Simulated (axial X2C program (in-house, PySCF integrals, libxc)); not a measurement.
# Curves of TcS from open-shell CI on d5 s0 p(π)0

Calculated with an axial X2C code built on PySCF integrals: two-component X2C with atomic mean-field Coulomb and Gaunt terms, basis Tc dyall-v3z, S dyall-av3z (cores contracted in-house). Orbitals come from Hartree–Fock averaged over the configuration Tc d5 s0 p(π)0; CI then distributes these electrons over the d, s, p(π) shells of Tc. The speed of light was multiplied by 2, so these are model numbers.

Scan along the bond; masses Tc 98.907 u, S 31.972 u. Energies in cm⁻¹ from the lowest point; levels are followed by energy order within each Ω. Lowest level at 2.159 Å: 100% d5.

```
R (Å)  (1)Ω=1/2  (1)Ω=3/2  (1)Ω=5/2  (2)Ω=5/2  (2)Ω=3/2  (2)Ω=1/2  (3)Ω=1/2  (1)Ω=7/2  (4)Ω=1/2
2.008      3164      3164      3166     17528     17610     17691     17770     18970     19066
2.083       941       942       943     16175     16256     16335     16414     17425     17154
2.159         0         1         2     16035     16110     16186     16263     16564     16614
2.245       133       134       135     16872     16939     17020     17110     16854     17120
2.332      1194      1194      1195     18277     18352     18435     18661     18210     18744
2.429      3110      3111      3112     20619     20694     20773     21049     20552     21222
2.548      6036      6037      6038     24112     24184     24261     24487     24044     24740
```

Question: Fit the curves (1)Ω=1/2, (1)Ω=3/2, (1)Ω=5/2 near their minima.

Answer: From the open-shell CI curves, Te from the lowest:

| level | Te (cm⁻¹) | Re (Å) | ωe (cm⁻¹) |
| --- | --- | --- | --- |
| (1)Ω=1/2 | 0 | 2.191 | 462.1 |
| (1)Ω=3/2 | 1 | 2.191 | 462.1 |
| (1)Ω=5/2 | 2 | 2.191 | 462.1 |

Without dynamic correlation distances can be off by several hundredths of an Å (long for ionic bonds, short for multiple bonds) and the wavenumbers are rough.

The 9 lowest curves are shown; the next is (3)Ω=3/2, from 16614 cm⁻¹.

There is no dynamic correlation: spin–orbit spacings and, for f shells, spacings inside one term are the most reliable numbers, splittings between terms come out too wide, and energies between configurations are not reliable, so the lowest level need not be the ground state of the molecule. For d shells the ligand-field splittings (σ, π, δ) and their order can be off by a thousand cm⁻¹ or more. At most 4 roots were kept for each Ω > 0 (twice that for Ω = 0) within 3.2 eV of the lowest, so higher up levels can be missing between those listed; levels with Ω > 0 are doubly degenerate and listed once, Ω = 0 levels singly. The open spinors mix strongly with ligand orbitals, which this small active space describes poorly. Some active spinors are only partly of the character that their shell is named for, so the shell names and counts are nominal. States that fill the shells left empty in the average are placed too high.
